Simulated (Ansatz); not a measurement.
A structure relaxed at PBE-D4/def2-SVP in Ansatz, charge 1, singlet:

```
atom   x (Å)   y (Å)   z (Å)
 Pt1   0.587   0.634  -1.598
 Pt2   1.159  -0.571   0.589
 Au3  -1.537   0.158   0.037
 Au4   0.449   2.202   0.492
 Au5  -0.658  -2.423   0.480
```

(1) Give its formula.

(2) Summarise the bond lengths by kind (pairs closer than 1.2 times the sum of covalent radii, bridged metal pairs left out).

Results:

(1) the cluster Pt2Au3⁺.

(2) 5 × Au–Pt 2.60 to 2.86 Å; 2 × Au–Au 2.76 to 2.89 Å; 1 × Pt–Pt 2.56 Å.

In the def2 sets Au, Pt take a core potential; there is no spin–orbit coupling. The restricted singlet is unstable towards broken spin symmetry in Hartree–Fock (as tested in another run); at PBE-D4/def2-SVP this wasn't settled. Another isomer (singlet) lies 0.03 eV lower at PBE0-D4/def2-TZVP; other spin states weren't run for this one.
